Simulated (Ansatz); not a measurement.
```yaml
crystal:
  periodic: [false, false, false]
  atoms:
    - {symbol: Zr, position_ang: [-0.305030, 0.178589, -2.125412]}
    - {symbol: Al, position_ang: [1.101273, 1.266853, -0.110965]}
    - {symbol: Al, position_ang: [1.543644, -1.397166, -0.971961]}
    - {symbol: Al, position_ang: [-1.117340, -1.257598, -0.004684]}
    - {symbol: Al, position_ang: [-1.720357, 1.500633, -0.259746]}
    - {symbol: Al, position_ang: [1.177358, -0.970736, 1.533665]}
    - {symbol: Al, position_ang: [-0.679557, 0.679426, 1.939124]}
basis:
  gaussian: {orbitals: def2-TZVP, initial_orbitals: start.molden}
total_charge: 1
magnetization: {spin_polarized: true, initial_magnetization: 1}
hamiltonian: {xc: {name: wB97M-V}}
scf: {omitted_lower_state_checks: [starts]}
output: {orbitals: {seedname: orbitals}}
```

The file start.molden holds the orbitals of an earlier run on this structure, at another level or in another basis.

```sh
$ ansatz run in.yaml --threads 4 --pin off --events-out ev --progress --plain --max-ram 4787MiB
```

**Question.** Does this run fit into the memory that it is given?

**Answer.** No. It has 262 basis functions, and Ansatz plans for 4.74 GiB where 4.67 GiB are given.
